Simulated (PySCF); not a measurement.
C₃H₇O, SMILES CC(C)[O], multiplicity 2. Atoms are numbered in the order given.

```xyz
11

C      0.0727    -0.6326    -1.2916
C     -0.2712     0.1386     0.0000
C      0.0727    -0.6326     1.2916
O      0.1413     1.4269     0.0000
H      1.1682    -0.8010    -1.3386
H     -0.4305    -1.6195    -1.3253
H     -0.2239    -0.0419    -2.1794
H     -1.4027     0.2688     0.0000
H      1.1682    -0.8010     1.3386
H     -0.4305    -1.6195     1.3253
H     -0.2239    -0.0419     2.1794
```
Charge 0, spin multiplicity 2.

Geometry: PBE-D3(BJ)/def2-SVP. The isomer is the one that the SMILES or the coordinates give; other isomers of the formula were not compared.

The numbers are results of TDA-PBE/def2-SVPD (PySCF), not measurements.

Vertical excitations. Gas-phase values at a fixed geometry.

Task: Give excitation energies, oscillator strengths and character. (The exact figures need the calculation; the answer reports its results.)

Result: 
| state | energy (eV) | λ (nm) | f | main pairs |
|---|---|---|---|---|
| root 1 | 0.53 | 2346 | 0.000 | β HOMO→LUMO 100 % |
| root 2 | 3.69 | 336 | 0.000 | β HOMO−2→LUMO 100 % |
| root 3 | 3.83 | 323 | 0.003 | β HOMO−1→LUMO 66 %, β HOMO−3→LUMO 33 % |
| root 4 | 4.21 | 295 | 0.026 | β HOMO−3→LUMO 66 %, β HOMO−1→LUMO 31 % |
| root 5 | 4.44 | 279 | 0.002 | β HOMO−4→LUMO 100 % |
| root 6 | 5.57 | 223 | 0.010 | β HOMO−5→LUMO 100 % |
| root 7 | 5.64 | 220 | 0.000 | β HOMO−6→LUMO 99 % |
| root 8 | 5.80 | 214 | 0.008 | β HOMO→LUMO+1 99 % |
| root 9 | 6.16 | 201 | 0.012 | α HOMO→LUMO 98 % |
| root 10 | 6.69 | 185 | 0.017 | β HOMO−7→LUMO 80 %, β HOMO→LUMO+3 15 % |
Unrestricted roots are not spin-pure.
